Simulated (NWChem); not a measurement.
Species: LiOH; SMILES [Li][OH]

Computed with NWChem. All runs use the structure optimised with PBE0/def2-SVP.

Task: What does the run give for TPSS/aug-cc-pVTZ? Quantities: highest occupied level (eV); orbital gap (eV); dipole (D).

Result: 
```
Property                     Result
---------------------------  ------
highest occupied level (eV)   -4.88
orbital gap (eV)               3.62
dipole (D)                     4.30
```
